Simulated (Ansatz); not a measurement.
Consider the formal exchange of groups at the Se–Si bond: `C[SiH](C)[SeH]` + `C[O][GeH]([F])[F]` → `C[O][Ge]([F])([F])[SeH]` + `C[SiH2]C`.

Calculated with Ansatz (gas phase, PBE0-D4/def2-TZVP geometries, no zero-point term in ΔE). CCSD(T)/CBS is the MP2 limit (def2-TZVPP, def2-QZVPP) plus CCSD(T) − MP2 in def2-TZVPP, frozen cores. For Ge, Se outer-core shells are correlated without core-valence functions, which leaves a few kJ/mol of doubt a bond. Scalar relativity is left out up to krypton. Each species was taken in one conformer, which may not be the lowest.

`C[SiH](C)[SeH]`:

Cartesian coordinates in Å:
```
C 0.089 -1.715 0.312
Si 0.128 0.145 0.464
C -0.961 0.976 -0.802
Se 2.325 0.732 0.172
H 0.434 -2.032 -0.675
H 0.723 -2.186 1.065
H -0.932 -2.082 0.449
H -0.302 0.558 1.828
H -2.005 0.681 -0.658
H -0.903 2.063 -0.717
H -0.659 0.698 -1.814
H 2.062 2.162 0.377
```

`C[O][GeH]([F])[F]`:

Z-matrix (Å, degrees):
```
C
O 1 1.421
H 1 1.094 2 111.4
H 1 1.091 2 107.2 3 -118.9
H 1 1.094 2 111.4 3 122.1
Ge 2 1.737 1 120.9 3 -61.0
F 6 1.722 2 109.2 1 -56.1
F 6 1.722 2 109.2 1 56.4
H 6 1.517 2 111.7 1 -179.8
```

`C[O][Ge]([F])([F])[SeH]`:

```xyz
10

C    -0.110   -1.837    0.173
O    -0.756   -0.621   -0.182
Ge    0.094    0.892   -0.073
F     1.504    0.855   -1.062
F     0.773    1.059    1.502
Se   -1.362    2.584   -0.638
H     0.745   -2.040   -0.478
H    -0.843   -2.635    0.051
H     0.226   -1.822    1.214
H    -0.273    3.564   -0.507
```

`C[SiH2]C`:

Z-matrix (Å, degrees):
```
C
Si 1 1.872
H 1 1.093 2 110.9
H 1 1.092 2 111.0 3 120.0
H 1 1.093 2 110.9 3 -120.0
C 2 1.872 1 111.5 3 60.0
H 2 1.491 1 109.5 3 -178.7
H 2 1.491 1 109.5 3 -61.3
H 6 1.092 2 111.0 1 -180.0
H 6 1.093 2 110.9 1 -60.0
H 6 1.093 2 110.9 1 60.0
```

```tsv
species	HF/def2-TZVPP energy (Eh)
`C[SiH](C)[SeH]`	-2769.26518
`C[O][GeH]([F])[F]`	-2389.54620
`C[O][Ge]([F])([F])[SeH]`	-4789.42244
`C[SiH2]C`	-369.38438
```

Q: Work out ΔE.

A: ΔE = (-4789.42244) + (-369.38438) − (-2769.26518) − (-2389.54620) = 0.00456 Eh = +2.9 kcal/mol. CCSD(T)/CBS gives +3.9 kcal/mol.

Largest T1 diagnostic among the species: 0.012.
